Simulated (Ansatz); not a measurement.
Geometry optimisation, RKS PBE0-D4/6-31G in Ansatz 0.2.0.

Input file:

```yaml
crystal:
  periodic: [false, false, false]
  atoms:
    - { symbol: C, position_ang: [0.5318, -2.2806, 1.6149] }
    - { symbol: C, position_ang: [0.5563, -1.2814, 0.6679] }
    - { symbol: C, position_ang: [1.8262, -0.5733, 0.3647] }
    - { symbol: O, position_ang: [-0.5303, -0.9581, -0.0301] }
    - { symbol: Si, position_ang: [-0.775, 0.1894, -1.1945] }
    - { symbol: C, position_ang: [-2.1174, 1.4402, -1.0241] }
    - { symbol: C, position_ang: [-0.817, 1.9368, -0.4408] }
    - { symbol: H, position_ang: [-0.419, -2.7215, 1.7969] }
    - { symbol: H, position_ang: [1.3488, -2.5217, 2.2302] }
    - { symbol: H, position_ang: [1.7818, 0.4985, 0.6084] }
    - { symbol: H, position_ang: [2.1498, -0.7219, -0.6425] }
    - { symbol: H, position_ang: [2.6926, -0.9521, 1.0196] }
    - { symbol: H, position_ang: [0.1487, 0.2391, -2.3088] }
    - { symbol: H, position_ang: [-2.4955, 1.8754, -1.9305] }
    - { symbol: H, position_ang: [-2.9196, 1.1506, -0.3367] }
    - { symbol: H, position_ang: [-0.722, 1.9902, 0.648] }
    - { symbol: H, position_ang: [-0.2593, 2.69, -1.0026] }
basis:
  gaussian: { orbitals: "6-31G" }
hamiltonian:
  xc: pbe0
  dispersion: d4
relax:
  f_tol: 0.015
  max_steps: 40
```

Launched with:

```bash
$ ansatz run input.yaml --threads 1 --pin off --max-ram 2048MiB --backend cpu --events-out ev --progress --plain --runs-dir out
```

Problem. Where does it end, and by what steps?

Solution. The run converged. Limits of this set-up: no polarisation functions. After 8 steps the energy has fallen by 0.710 eV; H17 moved furthest, 0.35 Å.

```
step  energy less start (eV)  largest force component (eV/Å)  accepted
   0                  0.0000                           2.918       yes
   1                 -0.5474                           1.453       yes
   2                 -0.6492                           0.717       yes
   3                 -0.5922                           1.144        no
   4                 -0.7026                           0.265       yes
   5                 -0.6855                           0.609        no
   6                 -0.7092                           0.079       yes
   7                 -0.7017                           0.250        no
   8                 -0.7103                           0.012       yes
```

```xyz
17
Properties=species:S:1:pos:R:3
C 0.478 -2.325 1.616
C 0.649 -1.354 0.715
C 1.934 -0.633 0.454
O -0.438 -0.978 -0.070
Si -0.601 0.348 -1.169
C -2.146 1.400 -0.995
C -0.843 2.101 -0.506
H -0.487 -2.799 1.739
H 1.301 -2.658 2.234
H 1.826 0.447 0.616
H 2.268 -0.781 -0.582
H 2.723 -0.997 1.116
H 0.045 0.088 -2.489
H -2.617 1.802 -1.889
H -2.863 1.127 -0.225
H -0.764 2.270 0.566
H -0.485 2.944 -1.092
```

Whether the end is a true minimum wasn't checked by a vibrational analysis.

Run time: 68 s on 1 CPU thread of a shared host.
